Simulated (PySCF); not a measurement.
## Computed structure and properties of [BiF2]+

System: [BiF2]+ (singlet); start: template (C2v). Method: PySCF 2.14.0, RKS PBE0, Bi def2-SVP with ECP60, F def2-SVP; non-relativistic Hamiltonian with scalar-relativistic core potentials where named; density fitting; no spin-orbit coupling.

Input of the relaxation:

```python
mol = gto.M(atom='''
Bi     0.00000     0.00000    -0.12323
F      1.78970    -0.00000     0.67777
F     -1.78970     0.00000     0.67777''',
    basis={'Bi': 'def2-SVP', 'F': 'def2-SVP'},
    ecp={'Bi': 'def2-SVP'},
    charge=1, spin=0)
mf = dft.RKS(mol, xc='PBE0')
mf.grids.atom_grid = (50, 194)
mf = mf.density_fit()  # fitting sets: Bi def2-universal-JKFIT, F def2-universal-JKFIT
mf.conv_tol = 1e-08; mf.max_cycle = 55
mf.kernel(dm0)  # dm0: converged density of the start geometry
# quasi-Newton relaxation in Cartesian coordinates to a largest gradient under 0.00045 Eh/bohr, steps kept in the point group
```

Run from Python with OMP_NUM_THREADS=2; the lines above give its settings. Where DIIS fails, smearing, a level shift and second-order steps follow.
It took 5.1 s on 2 threads of Arm Neoverse V1, on a shared host, from the converged density of the start.

Course of the relaxation:

```tsv
step	energy above end (eV)	largest force component within the symmetry (eV/Å)
0	0.6206	2.521
1	0.3265	1.396
2	0.1552	1.135
3	0.0037	0.204
4	0.0031	0.431
5	0.0000	0.021
6	0.0000	0.001
```

Relaxed geometry (C2v):

```xyz
3

Bi    0.0000    0.0000   -0.4756
F     1.4602    0.0000    0.8539
F    -1.4602    0.0000    0.8539
```

```csv
contact,Å
Bi1–F2 (F),1.975
Bi1–F3 (F),1.975
```

On the finer grid (75, 302):

* HOMO: -16.89 eV
* LUMO: -10.78 eV
* Dipole about the centre of mass: 4.40 D
* Set of Mulliken populations of Bi1 outside the core potential: s 3.94, p 7.20, d 10.17
* D3(BJ) dispersion energy (not in the energies): -0.030 eV

| atom | Mulliken (e) | Löwdin (e) | spin (e) |
| --- | --- | --- | --- |
| Bi1 | 1.69 | 1.51 | 0.00 |
| F2 | -0.35 | -0.25 | 0.00 |
| F3 | -0.35 | -0.25 | 0.00 |

On the grid (50, 194), as all that follows. Harmonic modes: a minimum; lowest 195 cm⁻¹ (negative: unstable), highest 676 cm⁻¹, zero-point energy 0.096 eV.

Taking off one F (charge -1, singlet; the rest: singlet) in vacuum, both parts rigid, costs 18.36 eV; the small basis without counterpoise inflates it. Most of it is the attraction of opposite charges; other ways to part are cheaper, and one spin state was tried for the rest.

Rigid scan of F along the line from its metal:

distance to F2 (Å), energy (eV) and a bar:
```
     1.67      2.142 ############
     1.77      0.798 #####
     1.87      0.169 #
     1.97      0.000 
     2.07      0.124 #
     2.17      0.423 ##
     2.37      1.272 #######
     2.67      2.636 ###############
     3.07      4.114 #######################
     3.57      5.308 ##############################
```

One start shape was tried, so this needn't be the lowest isomer.
